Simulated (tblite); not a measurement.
Species: C7H10N (doublet state).
SMILES with atom numbers: `[CH2:1][NH:2][C@@H:3]1[C@@H:4]2[CH2:5][C@H:6]3[C@@H:7]2[C@@H:8]13` (hydrogens: H9, H10 on C1; H11 on N2; H12 on C3; H13 on C4; H14, H15 on C5; H16 on C6; H17 on C7; H18 on C8)

Computed geometry: GFN2-xTB, gas phase. This method treats the open shell by occupation alone, without spin polarisation.

(1) Give the optimised bond lengths and angles.

## Answers

(1) 
| bond | length (pm) | order |
| --- | --- | --- |
| C1–N2 | 138.8 | single |
| N2–C3 | 142.8 | single |
| C3–C4 | 154.9 | single |
| C4–C5 | 153.5 | single |
| C5–C6 | 151.7 | single |
| C6–C7 | 150.0 | single |
| C7–C8 | 150.1 | single |
| C3–C8 | 152.6 | single |
| C4–C7 | 155.4 | single |
| C6–C8 | 151.9 | single |
| C1–H9 | 107.4 | single |
| C1–H10 | 107.3 | single |
| N2–H11 | 101.0 | single |
| C3–H12 | 109.2 | single |
| C4–H13 | 108.4 | single |
| C5–H14 | 109.0 | single |
| C5–H15 | 108.9 | single |
| C6–H16 | 107.7 | single |
| C7–H17 | 107.2 | single |
| C8–H18 | 107.7 | single |

Orders are formal, as drawn. A selection of angles:
| angle | degrees |
| --- | --- |
| C1–N2–C3 | 120.5 |
| N2–C3–C4 | 119.1 |
| N2–C3–C8 | 121.0 |
| C4–C3–C8 | 85.5 |
| C3–C4–C5 | 104.3 |
| C3–C4–C7 | 88.4 |
| C5–C4–C7 | 88.9 |
| C4–C5–C6 | 85.7 |
| C5–C6–C7 | 91.6 |
| C5–C6–C8 | 107.6 |
| C7–C6–C8 | 59.6 |
| C6–C7–C8 | 60.8 |
| C4–C7–C6 | 85.6 |
| C4–C7–C8 | 86.2 |
| C3–C8–C7 | 91.2 |
| C3–C8–C6 | 107.4 |
| C6–C8–C7 | 59.6 |
| H11–N2–C1 | 113.8 |
| H11–N2–C3 | 114.6 |

Torsions: C1–N2–C3–C4 -150°; N2–C3–C4–C5 -56° (synclinal); C3–C4–C5–C6 -67° (synclinal); C4–C5–C6–C7 -22° (synperiplanar); C5–C6–C7–C8 110° (anticlinal); C6–C7–C8–C3 -110° (anticlinal); N2–C3–C8–C7 144° (anticlinal); C3–C4–C7–C6 83° (synclinal); C5–C6–C8–C7 -81° (synclinal).

The C–C distances run from 1.500 Å (C6–C7, drawn single) to 1.554 Å (C4–C7, drawn single), a spread of 0.054 Å. The 4-membered ring C3–C4–C7–C8 has internal angles of 85.5° to 91.2° (sum 351°, against 360° for a flat polygon); it is puckered, 0.15 Å rms from its mean plane, widest ring torsion 22°. Of the pairs four or more bonds apart, H11···H14 is among the closest relative to their van der Waals radii: 2.15 Å, 90 % of the sum of Bondi's values. C1 (carbon bonded to N and 2 H) has angles 118.5°, 116.3° and 115.9°, sum 350.6°, 0.21 Å off the plane of its three neighbours. The 3-membered ring C6–C7–C8 has internal angles of 59.6° to 60.8°. The C–N distances run from 1.388 Å (C1–N2, drawn single) to 1.428 Å (N2–C3, drawn single), a spread of 0.040 Å. The 4-membered ring C4–C5–C6–C7 has internal angles of 85.6° to 91.6° (sum 352°, against 360° for a flat polygon); it is puckered, 0.14 Å rms from its mean plane, widest ring torsion 22°.

Point group: C1 (no symmetry element, even within 0.4 Å). Its GFN2-xTB frequencies are all real (lowest 51 cm⁻¹). Torsions: H–C1–N2–C3 36° and -178°, C1–N2–C3–C4 -150°. 2 starts were optimised and ended at 0.00 and 0.04 kcal/mol (GFN2-xTB); the lowest of these is shown.

On one thread of an Arm Neoverse V2, on a shared host, this took 0.59 s wall. These figures are those of the optimisation.

One conformer stands for the species.
